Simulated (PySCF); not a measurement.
[Tm(PH3)]3+ at several levels of theory

Computed with PySCF 2.14.0 (density fitting, no spin-orbit coupling) at the geometry relaxed with PBE0:

```xyz
5
[Tm(PH3)]3+ (singlet in the valence; each metal's 4f electrons, 12 of them, lie in its core potential, out of spins and levels)
Tm    0.0000    0.0000   -0.3593
P     0.0000    0.0000    2.5059
H     1.3351    0.0000    3.0134
H    -0.6675    1.1562    3.0134
H    -0.6676   -1.1562    3.0134
```

```json
{"level": "PBE0", "basis": "Tm lcecp-1-SVP with ECP58, P def2-SVP, H def2-SVP", "state": "singlet", "HOMO (eV)": "-24.61", "gap (eV)": "4.92", "charge on Tm1 (e)": "2.25", "population of f-type functions on Tm1 (polarisation alone where 4f lies in the core)": "0.00", "dipole about the centre of mass (D)": "3.56", "largest force component (eV/Å)": "0.02"}
{"level": "wB97X", "basis": "the same", "state": "singlet", "HOMO (eV)": "-26.69", "gap (eV)": "9.48", "charge on Tm1 (e)": "2.28", "population of f-type functions on Tm1 (polarisation alone where 4f lies in the core)": "0.00", "dipole about the centre of mass (D)": "2.87", "largest force component (eV/Å)": "0.14"}
{"level": "PBE0", "basis": "Tm lcecp-1-TZVP with ECP58, P def2-TZVP, H def2-TZVP", "state": "singlet", "HOMO (eV)": "-24.50", "gap (eV)": "4.86", "charge on Tm1 (e)": "2.29", "population of f-type functions on Tm1 (polarisation alone where 4f lies in the core)": "0.00", "dipole about the centre of mass (D)": "3.72", "largest force component (eV/Å)": "0.18"}
```

In the lcecp rows the 4f levels are missing from HOMO and gap, and the state counts the valence alone.

Charges are Mulliken's, which hang on the basis. The relaxation used the grid (50, 194), these runs (75, 302) or, all-electron (x2c bases, spin-free X2C Hamiltonian), (99, 590).

Q: What does B3LYP with Tm lcecp-1-SVP with ECP58, P def2-SVP, H def2-SVP give here?

A: state singlet, HOMO (eV) -24.43, gap (eV) 4.29, charge on Tm1 (e) 2.21, population of f-type functions on Tm1 (polarisation alone where 4f lies in the core) 0.00, dipole about the centre of mass (D) 3.71, largest force component (eV/Å) 0.18. Time: 2.1 s on 2 threads of Arm Neoverse V1, on a shared host, from an already converged density.

In the first row's basis the gap widens with exact exchange: 4.3 to 4.9 eV for B3LYP, PBE0 (a fixed share); 9.5 eV for wB97X (rising or full at long range).

An lcecp potential fixes the number of 4f electrons, so in runs with it no electron can move into or out of that shell.
